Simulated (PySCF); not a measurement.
Several orderings of computed values.

Species are written as SMILES; each is one conformer at its optimised geometry, gas phase, non-relativistic unless stated; the electronic structure was computed with PySCF and density fitting.

Dipoles, sizes and rotational constants follow the conformer. The torsions of the flexible species, by atom-mapped SMILES:
- `[H]/[N:1]=[C:2]\[CH:3]([F:4])[F:5]`: N1–C2–C3–F4 20°
- `[CH2:1][S:2](=[O:3])(=[O:4])[CH2:5][S:6][CH2:7][F:8]`: C1–S2–C5–S6 -176°, S2–C5–S6–C7 -80°, C5–S6–C7–F8 -66°
- `[CH3:1][SiH2:2][N+:3]([SiH3:4])[CH:5]1[CH2:6][CH2:7]1`: C1–Si2–N3–Si4 -90°, Si2–N3–C5–C6 -136°
- `[CH2:1][c:2]1[cH:3][cH:4][c:5]([CH:6]([F:7])[F:8])[s:9]1`: C4–C5–C6–F7 -57°
- `[CH2:1]=[C:2]/[C:3](=[CH:4]\[C:5]#[N:6])[O:7]/[CH:8]=[CH:9]/[F:10]`: C2–C3–O7–C8 1°, C3–O7–C8–C9 -179°

The conformers of `[CH+]=[C][C@@H]1CC=C(C#N)C1` [charge +1 and doublet state] aren't listed.

Question: Rank by isotropic g value, highest first (unrestricted B3LYP/pcH-1, mean-field spin–orbit at GFN2-xTB geometries).
A. `C(=C\C#N)(/O/C=C/F)[C]=C` [radical]
B. `[CH2]c1ccc(C(F)F)s1` [radical]
C. `[CH+]=[C][C@@H]1CC=C(C#N)C1` [radical]
D. `[H]/N=[C]\C(F)F` [radical]
E. `[CH2]S(=O)(=O)CSCF` [radical]
F. `C[SiH2][N+]([SiH3])C1CC1` [radical]

Answer: C (2.00632), F (2.00417), B (2.00329), E (2.00273), A (2.00257), D (2.00168).

By how much do the two ends of that ranking differ?

By 0.00464, between `[CH+]=[C][C@@H]1CC=C(C#N)C1` [charge +1 and doublet state] and `[H]/N=[C]\C(F)F` [doublet state].

Question: Rank by smallest rotational constant, highest first (GFN2-xTB).
A. `C[SiH2][N+]([SiH3])C1CC1` [radical]
B. `[CH2]S(=O)(=O)CSCF` [radical]
C. `C(c1sc([CH2])cc1)(F)F` [radical]
D. `C=[C]/C(=C\C#N)O/C=C/F` [radical]

Answer: A (0.996 GHz), B (0.868 GHz), C (0.762 GHz), D (0.494 GHz).
